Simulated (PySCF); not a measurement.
All of these have the formula C5H5F3Si. Method: TDDFT CAM-B3LYP/def2-SVPD, vertical, gas phase, core orbitals frozen in the response (PySCF). Geometries: GFN2-xTB; one conformer of each isolated species. Triplets are in the Tamm–Dancoff approximation.

A. `C1C[Si]1(C(F)(F)F)C#C`
B. `F[Si](F)(F)C1=CCC=C1`
C. `[SiH2](C(F)(F)F)C(=C)C#C`
D. `C1=C[Si@](F)(C=C1F)CF`

Lowest singlet levels (six at most, fewer where fewer were computed) with oscillator strengths:

1. 5.52 eV (f 0.001); 5.87 eV (f 0.142); 6.12 eV (f 0.001); 6.71 eV (f 0.002); 6.76 eV (f 0.228); 7.03 eV (f 0.000); T1 4.53 eV
2. 5.05 eV (f 0.058); 6.63 eV (f 0.000); 6.81 eV (f 0.006); 7.28 eV (f 0.001); 7.40 eV (f 0.034); 7.51 eV (f 0.005); T1 3.06 eV
3. 4.06 eV (f 0.038); 5.55 eV (f 0.002); 5.99 eV (f 0.035); 6.92 eV (f 0.015); 6.96 eV (f 0.036); 7.23 eV (f 0.013); T1 2.48 eV
4. 5.27 eV (f 0.000); 5.57 eV (f 0.186); 6.22 eV (f 0.000); 7.02 eV (f 0.005); 7.16 eV (f 0.003); 7.36 eV (f 0.213); T1 3.39 eV

Question: Match each spectrum to its molecule.

Answer: 1 = A, 2 = B, 3 = D, 4 = C.
- A: S1 at 5.52 eV, HOMO→LUMO+1 (82%), HOMO-2→LUMO+1 (12%); Löwdin shares by element: HOMO carbon 54% or more, silicon 24% (atoms not listed hold the other 22%); LUMO carbon 55% or more, silicon 20% (atoms not listed hold the other 25%); HOMO -8.67 and LUMO 0.15 eV; point group Cs, 1 of its 6 listed states under f = 0.0005.
- B: S1 at 5.05 eV, HOMO→LUMO (98%); Löwdin shares by element: HOMO carbon 86% or more; LUMO carbon 69% or more (atoms not listed hold the other 31%); HOMO -8.48 and LUMO -0.41 eV.
- C: S1 at 5.27 eV, HOMO-1→LUMO (94%); Löwdin shares by element: HOMO carbon 91% or more; LUMO carbon 80% or more (atoms not listed hold the other 20%); HOMO -8.89 and LUMO -0.50 eV; point group Cs, 2 of its 6 listed states under f = 0.0005.
- D: S1 at 4.06 eV, HOMO→LUMO (98%); Löwdin shares by element: HOMO carbon 84% or more (atoms not listed hold the other 16%); LUMO carbon 69% or more (atoms not listed hold the other 31%); HOMO -8.51 and LUMO -1.18 eV.
